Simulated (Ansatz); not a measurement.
This geometry of C$_{2}$H$_{8}$BGeN (13 atoms, charge 0, multiplicity 1) is a first-order saddle point.

Theory: RKS PBE-D4/def2-SVP in Ansatz.

```xyz
13
Properties=species:S:1:pos:R:3
C -1.148 1.180 -0.336
C -0.097 0.130 -0.073
N -0.187 -0.756 1.128
B 0.161 -1.412 -0.280
Ge 1.815 -0.263 -0.566
H -1.841 0.891 -1.154
H -0.701 2.157 -0.609
H -1.766 1.366 0.569
H 0.457 -0.632 1.928
H -1.142 -0.956 1.454
H -0.421 -2.390 -0.691
H 2.787 0.216 0.560
H 2.103 0.435 -1.915
```

(1) Which two structures does it join? (They come from a converged band through this point; their orientation in space is the band's.)

(2) How far does it lie above each of them?

Answers

(1) No bond is made or broken. The dihedral H8–C1–C2–Ge5 goes from 156 to -81°. The two ends are copies of one structure, up to a mirror image or an exchange of like atoms.

Image 0:

```xyz
13
Properties=species:S:1:pos:R:3
C -1.113 1.197 -0.344
C -0.102 0.126 -0.079
N -0.036 -0.528 1.264
B 0.025 -1.443 -0.040
Ge 1.671 -0.504 -0.787
H -1.195 1.363 -1.436
H -0.846 2.174 0.117
H -2.130 0.914 0.016
H 0.741 -0.328 1.915
H -0.934 -0.574 1.765
H -0.670 -2.425 -0.168
H 2.851 0.071 0.060
H 1.759 -0.077 -2.270
```

Image 6:

```xyz
13
Properties=species:S:1:pos:R:3
C -1.147 1.178 -0.294
C -0.098 0.135 -0.069
N -0.201 -0.791 1.100
B 0.169 -1.395 -0.328
Ge 1.821 -0.225 -0.546
H -2.179 0.766 -0.191
H -1.062 1.567 -1.328
H -1.055 2.048 0.392
H 0.431 -0.693 1.912
H -1.163 -0.995 1.405
H -0.397 -2.364 -0.781
H 2.778 0.215 0.608
H 2.123 0.520 -1.866
```

(2) 2.8 kcal/mol above the first and 2.8 kcal/mol above the second. This is the barrier of this one path; another mechanism may lie lower.

The run took 74 s on 2 threads of Arm Neoverse V1 (shared host), peak memory 0.18 GiB.
